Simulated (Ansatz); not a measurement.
Consider the substitution at a C–N bond: `CN(C)[SiH](O)O` + `NO` → `CON` + `CN[SiH](O)O`.

Calculated with Ansatz (gas phase, PBE0-D4/def2-TZVP geometries, no zero-point term in ΔE). CCSD(T)/CBS is the MP2 limit (def2-TZVPP, def2-QZVPP) plus CCSD(T) − MP2 in def2-TZVPP, frozen cores. This one scheme is used for every species. Each species was taken in one conformer, which may not be the lowest.

`CN(C)[SiH](O)O`:

```xyz
15

C     0.055   -1.590   -0.563
N     0.295   -0.235   -0.129
C     1.693    0.121   -0.105
Si   -0.877    0.731    0.642
O    -2.311    0.203    0.036
O    -0.568    2.319    0.366
H    -1.014   -1.803   -0.574
H     0.440   -1.743   -1.580
H     0.551   -2.323    0.089
H     2.273   -0.535    0.559
H     2.134    0.044   -1.108
H     1.824    1.149    0.239
H    -0.925    0.673    2.124
H    -3.089    0.405    0.556
H    -0.481    2.582   -0.552
```

`NO`:

Z-matrix (Å, degrees):
```
N
O 1 1.423
H 1 1.016 2 104.5
H 1 1.016 2 104.5 3 111.2
H 2 0.960 1 102.8 3 124.4
```

`CON`:

Cartesian coordinates in Å:
```
C 0.314 0.715 -0.664
O 0.576 -0.435 0.102
N -0.596 -0.777 0.822
H 0.043 1.566 -0.030
H -0.492 0.541 -1.385
H 1.240 0.938 -1.197
H -0.786 -1.740 0.558
H -0.299 -0.806 1.794
```

`CN[SiH](O)O`:

Cartesian coordinates in Å:
```
C 0.506 1.633 0.086
N 0.617 0.373 -0.619
Si -0.284 -1.024 -0.282
O -0.015 -1.606 1.236
O -1.898 -0.739 -0.291
H -0.139 2.353 -0.428
H 0.077 1.460 1.075
H 1.488 2.094 0.235
H 1.054 0.440 -1.524
H 0.107 -2.003 -1.326
H 0.899 -1.766 1.476
H -2.413 -1.215 0.363
```

```json
{"species": "`CN(C)[SiH](O)O`", "CCSD(T)/CBS(def2) energy (Eh)": "-575.77855"}
{"species": "`NO`", "CCSD(T)/CBS(def2) energy (Eh)": "-131.61350"}
{"species": "`CON`", "CCSD(T)/CBS(def2) energy (Eh)": "-170.85898"}
{"species": "`CN[SiH](O)O`", "CCSD(T)/CBS(def2) energy (Eh)": "-536.52860"}
```

Work out ΔE.

ΔE = (-170.85898) + (-536.52860) − (-575.77855) − (-131.61350) = 0.00447 Eh = +11.7 kJ/mol.

Largest T1 diagnostic among the species: 0.011.

In def2-TZVPP, CCSD(T) changes the Hartree–Fock value by +16.0 kJ/mol (the triples alone add +1.7 kJ/mol) and MP2 by +19.4 kJ/mol. The D4 term adds +6.8 kJ/mol with B3LYP and +3.8 kJ/mol with PBE0; it sums over pairs of atoms, weighted by their polarisabilities, and B3LYP, whose exchange is more repulsive, gets the larger term.

B3LYP here is the variant with VWN-RPA as its local correlation; programs differ in this.
